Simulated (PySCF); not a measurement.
A made-up structure of ZnBH$_{2}$Cl, closed shell:

| atom | x (Å) | y (Å) | z (Å) |
| --- | --- | --- | --- |
| Cl1 | -0.6134 | -1.6329 | 1.3441 |
| B2 | -0.6938 | -0.4589 | 0.0441 |
| Zn3 | 0.9087 | 0.8284 | -0.2827 |
| H4 | 1.3085 | -0.3103 | -1.2232 |
| H5 | 2.1126 | 1.7836 | -0.5143 |

It is relaxed with PBE-D4/def2-SVP and then PBE0-D4/def2-TZVP (PySCF 2.14 with density fitting (its default auxiliary sets; JK sets also for MP2 and CCSD(T))). Atoms count as bonded within 1.22 times the sum of their covalent radii (H–H: 0.88 Å). The end point is not checked to be a true minimum.

(1) Does its bonding change? (A judgement: the text doesn't fix the answer.)

## Answers

(1) The calculation gives: Yes. Formed: B2–H4; broken: Zn3–H4.

Where it ends: The first stage lowers the energy by 3.13 eV in 23 steps. It ends as ZnBH₂Cl ([Cl][BH][ZnH]):
Cl1  (-0.696, -1.376, 0.941)
B2  (0.687, -0.770, 0.048)
Zn3  (0.746, 1.229, -0.528)
H4  (1.517, -1.607, -0.162)
H5  (0.776, 2.724, -0.951)
(Å)

Labels in which every atom is bracketed show which atoms are joined, not bond orders.

For scale, one of the runs: PBE0-D4/def2-TZVP relaxation, 128 basis functions, launched by `OMP_NUM_THREADS=2 python run.py`. The run took 49 s on 2 CPU threads of an INTEL XEON PLATINUM 8581C (shared host), with 1.2 GiB of host memory at its peak.
